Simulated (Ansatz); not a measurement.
Relaxation of FH$_{6}$NOSi (10 atoms, charge 0, multiplicity 1), to a largest force component of 0.03 eV/Å in at most 50 steps.

All numbers below come from RHF/def2-SVP (Ansatz).

```xyz
10
Properties=species:S:1:pos:R:3
Si -0.113 0.128 0.102
O -0.298 0.127 1.748
H -1.147 0.323 2.115
H 1.299 0.278 -0.234
H -0.926 1.212 -0.476
F -0.710 -1.218 -0.546
N 1.475 -2.231 1.177
H 0.718 -2.566 0.614
H 2.166 -1.798 0.597
H 1.125 -1.562 1.869
```

Problem. Where does it end, and by what steps?

Solution. It converged. After 9 steps the energy has fallen by 0.186 eV; H9 moved furthest, 0.53 Å.

```csv
step,energy less start (eV),largest force component (eV/Å),accepted
0,0.0000,0.951,yes
1,-0.1474,0.476,yes
2,-0.1731,0.222,yes
3,-0.1781,0.199,yes
4,-0.1800,0.172,yes
5,-0.1842,0.053,yes
6,-0.1851,0.055,yes
7,-0.1855,0.073,yes
8,-0.1858,0.047,yes
9,-0.1859,0.006,yes
```

```xyz
10
Properties=species:S:1:pos:R:3
Si -0.272 0.395 -0.008
O -0.302 0.343 1.625
H -1.110 0.283 2.110
H 1.108 0.649 -0.424
H -1.225 1.383 -0.536
F -0.729 -1.030 -0.602
N 1.595 -2.559 1.348
H 0.883 -2.752 0.665
H 2.392 -2.199 0.854
H 1.248 -1.820 1.934
```

Whether the end is a true minimum wasn't checked by a vibrational analysis.

Time of the run: 17 s on 1 thread of Arm Neoverse V2 (shared host), peak memory 0.16 GiB.
